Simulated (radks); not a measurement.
Initial-state core-level shifts of neutral platinum when its valence configuration changes from [Xe] 4f14 5d9 6s1. All-electron calculation, Dirac Kohn-Sham, PBEsol, spin-unpolarised, spherical densities, point nucleus; open shells fill j = l - 1/2 first. Program: a radial shooting solver on a logarithmic mesh with Libxc functionals. Shifts are changes of the shell-averaged eigenvalues in eV (positive: less bound).

valence                    1s       2s       3s       4p
4f13.5 5d9 6s1 6p0.5   -7.784   -8.392   -9.340   -8.139
4f14 5d8 6s1 6p1       -4.181   -4.291   -4.284   -4.278
4f11.5 5d9 6s1 6p2.5  -41.583  -44.930  -49.912  -42.928
4f13 5d9 6s1 6p1      -15.806  -17.055  -18.977  -16.480
4f13 5d9 6s2          -14.180  -15.463  -17.373  -14.869
4f14 5d8 6s2           -2.610   -2.751   -2.733   -2.722
4f14 5d10              +2.260   +2.379   +2.372   +2.369
4f14 5d8.5 6s1.5       -1.264   -1.332   -1.325   -1.320
4f13 5d10 6s1         -11.334  -12.470  -14.400  -11.913
